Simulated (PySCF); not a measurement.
## Spin-rotation constants: SMILES C/C(=C\C#N)SC(F)(F)F, C5H4F3NS

Geometry:
```json
{"atom": "C1", "x (Å)": "-1.365", "y (Å)": "1.381", "z (Å)": "-0.503"}
{"atom": "C2", "x (Å)": "-0.325", "y (Å)": "0.356", "z (Å)": "-0.202"}
{"atom": "C3", "x (Å)": "-0.588", "y (Å)": "-0.893", "z (Å)": "0.199"}
{"atom": "C4", "x (Å)": "-1.911", "y (Å)": "-1.339", "z (Å)": "0.374"}
{"atom": "N5", "x (Å)": "-2.979", "y (Å)": "-1.729", "z (Å)": "0.521"}
{"atom": "S6", "x (Å)": "1.302", "y (Å)": "1.018", "z (Å)": "-0.455"}
{"atom": "C7", "x (Å)": "2.413", "y (Å)": "-0.276", "z (Å)": "0.212"}
{"atom": "F8", "x (Å)": "2.365", "y (Å)": "-1.408", "z (Å)": "-0.491"}
{"atom": "F9", "x (Å)": "2.131", "y (Å)": "-0.585", "z (Å)": "1.477"}
{"atom": "F10", "x (Å)": "3.659", "y (Å)": "0.174", "z (Å)": "0.170"}
{"atom": "H11", "x (Å)": "-1.290", "y (Å)": "2.208", "z (Å)": "0.202"}
{"atom": "H12", "x (Å)": "-1.216", "y (Å)": "1.785", "z (Å)": "-1.504"}
{"atom": "H13", "x (Å)": "-2.359", "y (Å)": "0.945", "z (Å)": "-0.435"}
{"atom": "H14", "x (Å)": "0.162", "y (Å)": "-1.639", "z (Å)": "0.413"}
```

Computed, not measured: GIAO PBE/pcSseg-1 magnetisability, rotational g tensor and spin-rotation constants, non-relativistic, gas phase in PySCF 2.14.0. Geometry: GFN2-xTB.

Problem. Give the nuclear spin-rotation constants along the inertial axes (H = +C I·J) beside the isotropic shieldings.

Solution. Rotational constants 2.1168, 0.6924, 0.5764 GHz. A star marks the isotopologue with that one atom substituted, in its own axes.
```csv
atom,isotope,Caa (kHz),Cbb (kHz),Ccc (kHz),mean (kHz),σ (ppm)
N5,14N,0.144,0.142,0.134,0.140,-56.6
F8,19F,4.011,0.974,0.796,1.927,197.9
F9,19F,4.073,1.006,0.706,1.928,202.7
F10,19F,2.321,1.228,0.920,1.490,210.4
H11,1H,-0.227,-0.052,-0.007,-0.095,29.5
H12,1H,-0.226,-0.030,-0.028,-0.095,29.6
H13,1H,0.066,-0.061,-0.069,-0.021,28.5
H14,1H,-0.062,0.006,-0.069,-0.041,26.1
C1,13C*,0.321,0.109,0.089,0.173,159.4
C2,13C*,1.122,0.274,0.100,0.498,20.8
C3,13C*,0.836,0.180,0.086,0.367,85.7
C4,13C*,0.076,0.291,0.254,0.207,64.1
S6,33S*,0.653,0.286,0.205,0.382,279.2
C7,13C*,0.729,0.233,0.187,0.383,37.0
```
For the geometry as given, no vibrational averaging.
